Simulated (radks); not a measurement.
Results of a calculation; reference values are marked as such.
Dipole-allowed excitations along the series with 36 electrons in [Kr]. Level of theory: scalar-relativistic Kohn-Sham, exchange-only LDA, spin-polarised, spherical densities, finite nucleus; Fermi nuclear charge, rms radius of each element as measured or else 0.836 A^(1/3) + 0.57 fm (a radial shooting solver on a logarithmic mesh with Libxc functionals). Time-dependent linear response with the Hartree and adiabatic exchange-only LDA kernel, continuum included through the Sternheimer equations, no spin-orbit coupling, so fine structure and intercombination lines are absent. Lines are the poles of the dipole polarisability below minus the highest occupied eigenvalue, found on a grid refined at the orbital gaps; the lowest seven at most are given, and weak or close lines can be missed. The first line takes the name of the lowest orbital gap if no other gap lies below it; otherwise a line is named after a gap within 0.6 % of it, if that gap stands alone.

species,-e(HOMO) (eV),lowest orbital gap (eV),first line (eV),f,strongest line (eV),its f,static alpha (bohr^3)
Zr4+,71.212,4p-4d 32.139,39.098 (4p-5s),0.399,39.947 (unassigned),5.44,3.019
Nb5+,92.343,4p-4d 36.451,45.723 (4p-4d),5.45,the first,5.45,2.292
Mo6+,115.44,4p-4d 40.666,51.217 (4p-4d),5.49,the first,5.49,1.795
Tc7+,140.46,4p-4d 44.821,56.527 (4p-4d),5.41,the first,5.41,1.439
Ru8+,167.38,4p-4d 48.939,61.714 (4p-4d),5.30,the first,5.30,1.175
Rh9+,196.18,4p-4d 53.038,66.819 (4p-4d),5.16,the first,5.16,0.9750
